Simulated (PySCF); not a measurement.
C4H5, SMILES C(#C[CH2])C, multiplicity 2. Atoms are numbered in the order given.

```xyz
9

C      1.9080     0.1143     0.5207
C      0.5003     0.0296     0.1317
C     -0.6851    -0.0411    -0.1878
C     -2.0150    -0.1205    -0.5477
H      2.4505    -0.8030     0.2421
H      2.0061     0.2457     1.6112
H      2.4021     0.9692     0.0325
H     -2.5736     0.7777    -0.8259
H     -2.5341    -1.0831    -0.5614
```
Charge 0, spin multiplicity 2.

Geometry optimised at ωB97X-D3(BJ)/def2-SVP.

The numbers are results of SMD-PBE0/6-31G* in PySCF, not measurements.

Solvation free energies are E(SMD) − E(gas) at the gas-phase geometry, for 1 M in both phases. In vacuum the dipole moment is 0.88 D.

Computed solvation free energies in water, benzene, chloroform:
| solvent | ΔG(solv) (kcal/mol) | its non-electrostatic (CDS) part | dipole (D) |
|---|---|---|---|
| water | -0.1 | 3.8 | 1.14 |
| benzene | -3.2 | -1.5 | 1.00 |
| chloroform | -4.0 | -1.2 | 1.07 |
